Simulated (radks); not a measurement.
The numbers below are computed, except where a source is named.
Question: The mean radii <r> (bohr) of the occupied orbitals of an atom or ion are listed with their occupations. Level of theory: non-relativistic Kohn-Sham, PBE, spin-polarised, spherical densities, point nucleus (a radial shooting solver on a logarithmic mesh with Libxc functionals).

| orbital | occ. | <r> |
|---|---|---|
| 1s up | 1 | 0.02981 |
| 1s down | 1 | 0.02981 |
| 2s up | 1 | 0.1267 |
| 2s down | 1 | 0.1266 |
| 2p up | 3 | 0.1078 |
| 2p down | 3 | 0.1078 |
| 3s up | 1 | 0.3044 |
| 3s down | 1 | 0.3049 |
| 3p up | 2 | 0.2899 |

Name the element and its charge. Open shells, if any, are filled with parallel spins first.

Answer: Z = 51, antimony, charge +37: Sb37+ in [Ne] 3s2 3p2. The 1s radius gives Z: for a bare nucleus <r> = 1.5/Z, 0.02941 bohr for Z = 51, and screening makes it slightly larger (0.02981 here). The occupations add up to 14, and the charge is Z minus that.
